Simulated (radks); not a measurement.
Problem. The arsenic ion As8+, 25 electrons, occupied as [Ne] 3s2 3p5 3d7 4s1 (not the ground configuration). All-electron calculation, Dirac Kohn-Sham, XLYP, spin-unpolarised, spherical densities, point nucleus; open shells fill j = l - 1/2 first. Program: a radial shooting solver on a logarithmic mesh with Libxc functionals. Some entries of the table are withheld. Estimate them.

| orbital | occ. | eigenvalue (Ry) | <1/r> (bohr^-1) |
|---|---|---|---|
| 1s1/2 | 2 | -875.9871 | 33.47 |
| 2s1/2 | 2 | -123.6379 | 7.424 |
| 2p1/2 | 2 | -112.0525 | 7.388 |
| 2p3/2 | 4 | -109.3566 | 7.174 |
| 3s1/2 | 2 | (1) | 2.501 |
| 3p1/2 | 2 | (2) | 2.401 |
| 3p3/2 | 3 | (3) | 2.352 |
| 3d3/2 | 4 | (4) | 2.151 |
| 3d5/2 | 3 | (5) | 2.139 |
| 4s1/2 | 1 | (6) | 1.014 |

Solution. 
(1) 3s1/2 eigenvalue (Ry): -26.91510
(2) 3p1/2 eigenvalue (Ry): -22.97024
(3) 3p3/2 eigenvalue (Ry): -22.55252
(4) 3d3/2 eigenvalue (Ry): -15.80509
(5) 3d5/2 eigenvalue (Ry): -15.73522
(6) 4s1/2 eigenvalue (Ry): -9.66747
